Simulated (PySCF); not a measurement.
B3LYP on K⁻ (potassium, charge -1), [Ar] 4s2, closed-shell 1S. All numbers are calculated (PySCF 2.14, the spin-free X2C one-electron Hamiltonian (Gaussian nucleus), in aug-cc-pwCVTZ-X2C (9s8p6d3f, 84 functions)).

```
cycle= 1 E= -602.272040106413  delta_E= -0.00725  |g|= 0.0228  |ddm|= 1.43
cycle= 2 E= -602.272443890684  delta_E= -0.000404  |g|= 0.0202  |ddm|= 0.933
cycle= 3 E= -602.272762422089  delta_E= -0.000319  |g|= 0.00115  |ddm|= 0.341
cycle= 4 E= -602.272765097489  delta_E= -2.68e-06  |g|= 0.000108  |ddm|= 0.0464
cycle= 5 E= -602.272765158435  delta_E= -6.09e-08  |g|= 2.51e-05  |ddm|= 0.00975
cycle= 6 E= -602.272765160643  delta_E= -2.21e-09  |g|= 2.26e-06  |ddm|= 0.00142
cycle= 7 E= -602.272765160681  delta_E= -3.72e-11  |g|= 2.09e-07  |ddm|= 0.000388
converged SCF energy = -602.272765160681  <S^2> = -2.1316282e-14  2S+1 = 1
```

Highest occupied orbital energy: 0.511 eV; ⟨L²⟩ = 0.00; populations by l: s 8.00, p 12.00, d 0.00, f 0.00.

**Question.** Can this result be used?

**Answer.** With care. Self-consistency was reached. At B3LYP the highest occupied level has a positive energy, so only the finite basis holds that electron; in a semilocal or global hybrid functional this comes from self-interaction and does not mean that the real anion is unbound.
